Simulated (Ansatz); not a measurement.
Two isomers of C3H4AlF: A = `C#[C][Al]([CH3])[F]`, B = `F[C]1=C[CH2][AlH]1`.

Gas-phase electronic energies from Ansatz, PBE0-D4/def2-TZVP geometries. CCSD(T)/CBS is the MP2 limit (def2-TZVPP, def2-QZVPP) plus CCSD(T) − MP2 in def2-TZVPP, frozen cores. Functionals use def2-TZVPP. B3LYP here is the variant with VWN-RPA as its local correlation; programs differ in this.

Which isomer does CCSD(T)/CBS put lower? Give the gap. (Estimate.)

Ansatz gave: A, by 66.9 kcal/mol.

Give E(B) − E(A) in kcal/mol with LDA (SPW92), PBE0-D4, CCSD(T)/def2-TZVPP, B2PLYP, CCSD/def2-TZVPP, B3LYP, B3LYP-D4. (An estimate is asked.)

Computed: LDA (SPW92) 46.2, PBE0-D4 55.2, CCSD(T)/def2-TZVPP 65.8, B2PLYP 67.0, CCSD/def2-TZVPP 66.6, B3LYP 64.5, B3LYP-D4 63.7. None reverses the order clearly.

Largest T1 diagnostic: 0.013.

Leaving LDA and LC-ωPBE aside and taking each functional with its dispersion term where it has one, the values, not all of them listed here, spread over 12.4 kcal/mol, from PBE-D4 to B2PLYP. LDA lies −8.8 kcal/mol from PBE without D4. The D4 term adds −0.8 kcal/mol with B3LYP and −0.4 kcal/mol with PBE0; it sums over pairs of atoms, weighted by their polarisabilities, and B3LYP, whose exchange is more repulsive, gets the larger term.
